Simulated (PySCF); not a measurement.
**Radial density of Xe (xenon, neutral)**

UHF, [Xe], closed-shell 1S. Calculation: PySCF 2.14, in x2c-QZVPPall with one added diffuse shell each of s, p, d, f type (14s10p8d5f1g, 128 functions); the spin-free X2C one-electron Hamiltonian (Gaussian nucleus).

```json
{"r (bohr)": "0.0283", "4πr²ρ (e/bohr)": "63.83"}
{"r (bohr)": "0.0476", "4πr²ρ (e/bohr)": "67.08"}
{"r (bohr)": "0.0801", "4πr²ρ (e/bohr)": "91.26"}
{"r (bohr)": "0.135", "4πr²ρ (e/bohr)": "68.00"}
{"r (bohr)": "0.227", "4πr²ρ (e/bohr)": "76.91"}
{"r (bohr)": "0.381", "4πr²ρ (e/bohr)": "37.69"}
{"r (bohr)": "0.641", "4πr²ρ (e/bohr)": "29.66"}
{"r (bohr)": "1.08", "4πr²ρ (e/bohr)": "13.32"}
{"r (bohr)": "1.81", "4πr²ρ (e/bohr)": "5.300"}
{"r (bohr)": "3.05", "4πr²ρ (e/bohr)": "1.652"}
{"r (bohr)": "5.13", "4πr²ρ (e/bohr)": "0.08045"}
{"r (bohr)": "8.63", "4πr²ρ (e/bohr)": "0.0002174"}
```

Densities and radii are taken from the X2C orbitals without a picture-change correction, which distorts them close to the nucleus.
